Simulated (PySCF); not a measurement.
```xyz
3
charge -1 multiplicity 2, angstrom
Os    0.0000    0.0000    0.0000
S     0.0000    0.0000    2.1353
S     0.0000    0.0000   -2.1353
```

Level of theory: UPBE0 in PySCF with Os def2-SVPD with ECP60, S def2-SVPD; scalar-relativistic core potentials, no spin–orbit coupling; density-fitted integrals.

This geometry of OsS₂⁻ is a stationary point at this level.

(1) What is the point group?

(2) Is it a minimum?

(3) List the harmonic modes with their infrared intensities.

(4) What are the dipole moment and the gap between the highest occupied and lowest empty levels of either spin?

Results:

(1) D∞h.

(2) No: it has 2 imaginary modes (one degenerate set), at 54i cm⁻¹ (πu).

(3) 
```
symmetry  ω (cm⁻¹)  IR (km/mol, summed over degenerate members)
      πu       54i                                            –
     σu+       483                                          216
     σg+       498                                          0.0
```

(4) 0.00 D about the centre of mass and 2.92 eV.

Only a few start shapes were tried, so a lower isomer may exist. Open d and f shells are described by one determinant, and the ground state may have another occupation or spin. The lowest empty level of this anion is unbound, so it and the gap depend on the basis. At this level a doublet minimum of C2v symmetry lies 4 kJ/mol below this structure. No spin–orbit coupling is included, which matters more the heavier the element.
